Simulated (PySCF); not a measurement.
Geometry:
| atom | x (Å) | y (Å) | z (Å) |
| --- | --- | --- | --- |
| C1 | -2.667 | -0.435 | 0.132 |
| C2 | -1.184 | -0.225 | 0.064 |
| C3 | -0.486 | -0.360 | -1.131 |
| C4 | 0.879 | -0.142 | -1.206 |
| C5 | 1.604 | 0.221 | -0.072 |
| N6 | 2.981 | 0.384 | -0.123 |
| C7 | 0.912 | 0.354 | 1.133 |
| C8 | -0.452 | 0.135 | 1.192 |
| H9 | -2.951 | -0.990 | 1.030 |
| H10 | -3.205 | 0.518 | 0.156 |
| H11 | -3.027 | -0.992 | -0.734 |
| H12 | -1.023 | -0.643 | -2.031 |
| H13 | 1.394 | -0.263 | -2.154 |
| H14 | 3.350 | 0.611 | -1.032 |
| H15 | 3.369 | 0.968 | 0.599 |
| H16 | 1.454 | 0.626 | 2.033 |
| H17 | -0.962 | 0.246 | 2.144 |

Relativity neglected, no solvent model, one averaged value for each set of equivalent atoms, one computed conformer. σ from GIAO-PBE0/pcSseg-2; geometry from PBE0-D3(BJ)/def2-TZVP; PySCF 2.14.

Question: Predict the 2D correlation tables (HSQC, COSY, HMBC).

Answer: 

HSQC (one-bond C–H):
```
               δH             δC
   7.27 (H12/H17)  140.0 (C3/C8)
   6.74 (H13/H16)  121.4 (C4/C7)
2.29 (H9/H10/H11)      23.1 (C1)
```

COSY cross peaks (H two or three bonds apart, from the bond graph; peaks can be absent where the dihedral angle is near 90°):
```
            δH              δH
7.27 (H12/H17)  6.74 (H13/H16)
```

HMBC (two and three bonds, from the bond graph):
```
               δH                                                               δC
   7.27 (H12/H17)  155.1 (C5), 140.0 (C3/C8), 135.7 (C2), 121.4 (C4/C7), 23.1 (C1)
   6.74 (H13/H16)             155.1 (C5), 140.0 (C3/C8), 135.7 (C2), 121.4 (C4/C7)
2.29 (H9/H10/H11)                                        140.0 (C3/C8), 135.7 (C2)
```

Referencing at the same level of theory: TMS for $^{1}$H (σref 31.52) and $^{13}$C (σref 186.03).

Short H···H contacts in this conformer between protons four or more bonds apart (candidates for NOE cross peaks, intensity ∝ r⁻⁶): H11···H12 2.41 Å.

OH/NH shifts are gas-phase values; hydrogen bonding in solution moves them, usually downfield. Shifts are as computed. Against solution values, carbons near 30 ppm lie about +3 ppm off and those near 130 ppm about +9 ppm. Of 1211 compounds with measured shifts, 218 miss one by over three times the rms of a fit or turn the order of signals round; such compounds aren't used in these exercises.
